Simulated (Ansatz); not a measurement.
Reaction (ligand exchange at the Sn–Cl bond): `[SiH3][SnH]([Cl])[Cl]` + H–F → `[F][SnH]([SiH3])[Cl]` + HCl

Computed with Ansatz on PBE0-D4/def2-TZVP structures; ΔE is electronic, products minus reactants. CCSD(T)/CBS is the MP2 limit (def2-TZVPP, def2-QZVPP) plus CCSD(T) − MP2 in def2-TZVPP, frozen cores. This one scheme is used for every species. DFT in def2-TZVPP. def2 core potentials past Kr. For Sn outer-core shells are correlated without core-valence functions, which leaves a few kJ/mol of doubt a bond.

CCSD(T)/CBS gives +9.2 kcal/mol.

Another level gave +10.3 kcal/mol. Which?
A. MP2/def2-TZVPP
B. CCSD/def2-TZVPP
C. BLYP/def2-TZVPP
D. revPBE/def2-TZVPP

A. MP2/def2-TZVPP 10.3, CCSD/def2-TZVPP 8.5, revPBE 6.5, BLYP 4.6 kcal/mol.

Largest T1 diagnostic among the species: 0.013.

From r2SCAN to r2SCAN0 (25 % exact exchange), in def2-TZVPP and without D4, ΔE moves by +1.7 kcal/mol. Leaving LDA and LC-ωPBE aside and taking each functional with its dispersion term where it has one, the values, not all of them listed here, spread over 3.8 kcal/mol, from B97M-V to PBE-QIDH. LDA lies +1.2 kcal/mol from PBE without D4.
